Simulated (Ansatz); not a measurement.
Ansatz results at the PBE0-D4/def2-TZVP geometry: HOMO energy (ωB97M-V/def2-TZVPP) -8.69 eV; HOMO energy (PBE/def2-TZVPP) -5.10 eV; HOMO–LUMO gap (B3LYP/def2-TZVPP) 5.66 eV.

Each molecule was computed in one conformer, which needn't be the lowest.

(1) Which molecule gave them?
A. `[CH3][Cd][O]C(C)(C)C`
B. `C[CH2][Cd][NH2]`
C. `[F][Cd][F]`
D. `[CH3][Cd][SH]`

## Answers

(1) B. The others give `[CH3][Cd][SH]`: -9.09, -5.72, 5.80; `[CH3][Cd][O]C(C)(C)C`: -9.22, -5.36, 5.91; `[F][Cd][F]`: -12.55, -8.15, 7.01.

B3LYP here is the variant with VWN-RPA as its local correlation; programs differ in this.
